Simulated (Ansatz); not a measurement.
Cost and result for the atomization energy of `C[SiH](F)[SiH2]O` (12 atoms, 11 bonds).

Cartesian coordinates in Å:
```
C 1.7781 -0.0574 -0.6716
Si 0.6024 0.3176 0.7203
F 0.7457 -0.8468 1.8321
Si -1.6512 0.3387 0.0401
O -2.1086 -1.1383 -0.5536
H 2.8029 -0.1459 -0.3029
H 1.7501 0.7490 -1.4100
H 1.5090 -0.9874 -1.1771
H 0.9828 1.5976 1.3830
H -2.5222 0.7614 1.1761
H -1.8448 1.2970 -1.0793
H -2.0444 -1.8856 0.0429
```

The species carries charge 0 and has multiplicity 1. The geometry is a stationary point of PBE0-D4/def2-TZVP. It is one conformer, not always the lowest. Program: Ansatz. All runs use 4 threads of an Intel Xeon Platinum 8488C on a shared host. Times are those of one run each, without the atoms' runs, and a repeat can differ threefold. Electronic energies, without spin–orbit coupling; frozen cores. CCSD(T)/CBS adds CCSD(T) − MP2 in def2-TZVPP to the MP2 limit, and its time is that of the two runs behind it. T1 = 0.012. B3LYP takes the VWN-RPA correlation (the form of Gaussian; ORCA's B3LYP/G).

CCSD(T)/CBS is a level of theory with its own doubt, some kJ/mol a heavy atom from the limit and from the frozen cores, so smaller differences don't rank the functionals.

| level | functions | wall time |
| --- | --- | --- |
| PBE-D4/def2-TZVPP (with forces) | 275 | 1.9 s |
| PBE0-D4/def2-TZVPP | 275 | 3.1 s |
| r2SCAN-D4/def2-TZVPP (with forces) | 275 | 3.2 s |
| B2PLYP/def2-TZVPP | 275 | 4.2 s |
| B3LYP-D4/def2-TZVPP (with forces) | 275 | 4.8 s |
| ωB97X-V/def2-TZVPP | 275 | 6 s |
| ωB97M-V/def2-TZVPP (with forces) | 275 | 8 s |
| MP2/def2-QZVPP | 521 | 20 s |
| CCSD(T)/def2-TZVPP | 275 | 2.1 min |
| CCSD(T)/CBS(def2) | – | 2.4 min |

(1) What atomization energy does each give, and how far from CCSD(T)/CBS? (Best estimate.)

Results:

(1) The calculation gave: 
```tsv
level	atomization (kJ/mol)	difference from CCSD(T)/CBS	per bond
PBE-D4/def2-TZVPP (with forces)	4330.7	-1.2	-0.1
PBE0-D4/def2-TZVPP	4275.4	-56.5	-5.1
r2SCAN-D4/def2-TZVPP (with forces)	4318.5	-13.4	-1.2
B2PLYP/def2-TZVPP	4263.7	-68.2	-6.2
B3LYP-D4/def2-TZVPP (with forces)	4303.4	-28.5	-2.6
ωB97X-V/def2-TZVPP	4335.3	3.4	0.3
ωB97M-V/def2-TZVPP (with forces)	4320.5	-11.4	-1.0
MP2/def2-QZVPP	4337.2	5.3	0.5
CCSD(T)/def2-TZVPP	4213.0	-118.9	-10.8
CCSD(T)/CBS(def2)	4331.9	0.0	0.0
```

From PBE to PBE0 (25 % exact exchange), in def2-TZVPP and without D4, the atomization energy moves by −51.8 kJ/mol: exact exchange takes away binding that semilocal exchange gives to molecules. The D4 term adds +38.8 kJ/mol with B3LYP and +20.6 kJ/mol with PBE0; it sums over pairs of atoms, weighted by their polarisabilities, and B3LYP, whose exchange is more repulsive, gets the larger term. In def2-TZVPP, CCSD(T) changes the Hartree–Fock value by +983.9 kJ/mol (the triples alone add +49.1 kJ/mol) and MP2 by +1036.4 kJ/mol; breaking electron pairs costs correlation energy, which Hartree–Fock lacks.
